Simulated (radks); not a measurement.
Results of a calculation; reference values are marked as such.
Q: These are the eigenvalues of the occupied orbitals of an atom or ion with whole-number occupations (Ry). Level of theory: Dirac Kohn-Sham, BLYP, spin-unpolarised, spherical densities, finite nucleus; Fermi nuclear charge, rms radius of each element as measured or else 0.836 A^(1/3) + 0.57 fm (a radial shooting solver on a logarithmic mesh with Libxc functionals).

orbital  eigenvalue
1s1/2     -5925.258
2s1/2     -1044.690
2p1/2     -1002.160
2p3/2     -867.2163
3s1/2     -246.5309
3p1/2     -227.3274
3p3/2     -197.5516
3d3/2     -165.5318
3d5/2     -159.1312
4s1/2     -53.48040
4p1/2     -45.27682
4p3/2     -38.13351
4d3/2     -24.67952
4d5/2     -23.34929
5s1/2      -7.93950
4f5/2      -6.09554
4f7/2      -5.81537
5p1/2      -5.27624
5p3/2      -4.06064
5d3/2      -0.56800
5d5/2      -0.45590
6s1/2      -0.42530

Which element is it, and in what charge state? The configuration may be excited. Open shells, if any, are shared by 2j + 1.

A: Z = 79, gold, charge 0: Au in [Xe] 4f14 5d10 6s1. The list shows which subshells hold electrons but not how many an open one holds; the 1s level, -2962.6 hartree, gives Z - s = 77.0 by -(Z - s)^2/2, which with screening and relativity narrows Z to a few neighbours, and the depths of the outer levels then fix element, charge and occupations together.
